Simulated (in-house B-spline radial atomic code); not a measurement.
A run on an ion of nuclear charge 63 with 63.3 electrons that did not converge. Method: scalar-relativistic (X2C) SCAN, spin-polarised, spherical fractional occupations, Fermi nucleus of rms radius 5.1115 fm; computed with an all-electron radial atomic-structure program (B-spline basis).

Command:
```bash
python run_scf.py task.json out
```
Settings (nuclear radius in fm, mass in u):
```
Z                63
configuration    [Xe] 4f7.3 6s2
hamiltonian      x2c
method           scan,scan
spin_polarised   True
nucleus          fermi
rms_radius       5.1115
atomic_mass      152.92124
speed_of_light   137.035999084
```

First and last ten iterations of the last attempt (damped for 15 steps, keeping 80 % of the old Fock matrix, then DIIS):
```
 iter        energy (Eh)    residual
    1      -10844.329929    2.82e-01
    2      -10844.347474    2.71e-03
    3      -10844.347637    2.01e-03
    4      -10844.347688    1.71e-03
    5      -10844.347710    1.46e-03
    6      -10844.347725    1.26e-03
    7      -10844.347736    1.08e-03
    8      -10844.347745    9.34e-04
    9      -10844.347751    8.06e-04
   10      -10844.347757    6.96e-04
  111      -10844.347775    2.98e-05
  112      -10844.347761    4.62e-05
  113      -10844.347791    1.46e-05
  114      -10844.347755    4.51e-05
  115      -10844.347784    2.81e-05
  116      -10844.347783    3.06e-05
  117      -10844.347812    1.94e-05
  118      -10844.347819    1.50e-05
  119      -10844.347816    1.65e-05
  120      -10844.347818    1.68e-05
 not converged after 120 iterations
```

The smallest residual met was 3.0e-06; the threshold is about 6e-07. No energy from this run should be used. The likely cause: this method binds the added charge weakly or not at all at the basis-set limit, so charge moves back and forth between the atom and the box. Cost of the run: 20 s on 1 thread of Arm Neoverse N1, with other jobs on the host.
